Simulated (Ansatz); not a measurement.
Gas-phase electronic energies from Ansatz, PBE0-D4/def2-TZVP geometries. CCSD(T)/CBS adds triple-zeta CCSD(T) − MP2 to the extrapolated MP2 energy (def2 sets, frozen cores). DFT in def2-TZVPP. B3LYP here is the variant with VWN-RPA as its local correlation; programs differ in this. Each species was taken in one conformer, which may not be the lowest.

Reaction (formal exchange of groups at the Si–C bond): `C=C=C(O)[SiH3]` + `CO[SiH2]F` → `F[SiH2]OC[SiH3]` + `C=C=CO`

| level | ΔE (kJ/mol) | difference from CCSD(T)/CBS |
| --- | --- | --- |
| PBE-D4 | 21.5 | -1.1 |
| r2SCAN-D4 | 23.3 | 0.7 |
| PBE0-D4 | 21.7 | -0.9 |
| B3LYP-D4 | 22.1 | -0.5 |
| ωB97X-V | 20.7 | -1.9 |
| ωB97M-V | 20.4 | -2.2 |
| B2PLYP | 22.9 | 0.3 |
| PBE | 20.8 | -1.8 |
| r2SCAN | 23.2 | 0.6 |
| PBE0 | 21.2 | -1.4 |
| B3LYP | 21.0 | -1.6 |
| HF/def2-TZVPP | 21.8 | -0.8 |
| MP2/def2-TZVPP | 26.2 | 3.6 |
| SCS-MP2/def2-TZVPP | 24.9 | 2.3 |
| CCSD/def2-TZVPP | 21.1 | -1.5 |
| CCSD(T)/def2-TZVPP | 22.1 | -0.5 |
| HF/def2-QZVPP | 21.9 | -0.7 |
| MP2/def2-QZVPP | 26.5 | 3.9 |
| SCS-MP2/def2-QZVPP | 25.1 | 2.5 |
| HF/CBS(def2) | 21.9 | -0.7 |
| MP2/CBS(def2) | 26.7 | 4.1 |
| CCSD/CBS(def2) | 21.6 | -1.0 |
| CCSD(T)/CBS | 22.6 | 0 |

Largest T1 diagnostic among the species: 0.013.
